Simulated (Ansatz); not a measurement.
A series at Zr: from `[F][Zr]([SH])([SH])[SH]`, ligands are replaced one by one, each step taking up H–F and setting free H₂S; n counts the steps. Ansatz, PBE0-D4/def2-TZVP geometries. Each molecule was computed in one conformer, which needn't be the lowest.

```csv
n,molecule,"HOMO energy, ωB97M-V/def2-TZVPP (eV)"
0,`[F][Zr]([SH])([SH])[SH]`,-9.97
1,`[F][Zr]([F])([SH])[SH]`,-9.94
2,`[F][Zr]([F])([F])[SH]`,-10.33
3,`[F][Zr]([F])([F])[F]`,?
```

Q: By hand: fit a straight line y = ȳ + b (n − n̄) to the 3 given rows and predict n = 3.

A: n̄ = 1.000, ȳ = -10.080; Σ(n − n̄)(y − ȳ) = -0.360, Σ(n − n̄)² = 2.000, so b = -0.180 eV a step. Prediction: -10.080 + (-0.180) × (2.000) = -10.44 eV.

Q: By hand: compare with the computed value, -14.72 eV, and give the steps along the whole series.

A: The line misses by -4.28 eV (computed minus predicted). Steps: 0.03, -0.39, -4.39 eV.

The steps change sign along the series, so a line is a poor guide. The highest orbital can change its character along such a series. The miss is 89.5 % of the series' range.
